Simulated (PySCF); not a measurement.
Species: C₆H₁₄BP.
SMILES: `[BH3-][P@+]12CC[C@H](CC1)C2`

The closed-shell ground state was solved at several levels (PySCF, density fitting, gas phase, non-relativistic). Geometry: PBE0-D3(BJ)/def2-SVP; no solvent, vibrations or thermal averaging.

```
             level  basis functions  HOMO (eV)  LUMO (eV)  gap (eV)  dipole (D)
   B3LYP/def2-SVPD              276      -7.75      -0.08      7.67        5.58
CAM-B3LYP/pcSseg-1              213      -9.36       1.44     10.80        5.62
```

Q: What might PBE0/pcSseg-1 (213 basis functions) give for the same quantities?

A: HOMO -7.96 eV, LUMO 0.57 eV, gap 8.53 eV, dipole 5.57 D.

Q: Over all these levels, which gives the widest orbital gap and which the narrowest?

A: CAM-B3LYP/pcSseg-1 (range-separated hybrid) has the widest, 10.80 eV, and B3LYP/def2-SVPD (global hybrid, 20 % exact exchange) the narrowest, 7.67 eV. Functional and basis both differ between the two, so the spread mixes both effects.

Q: How far do the dipole and the HOMO energy spread over the levels?

A: The dipole runs from 5.57 to 5.62 D (mean 5.59 D) and the HOMO from -9.36 to -7.75 eV.
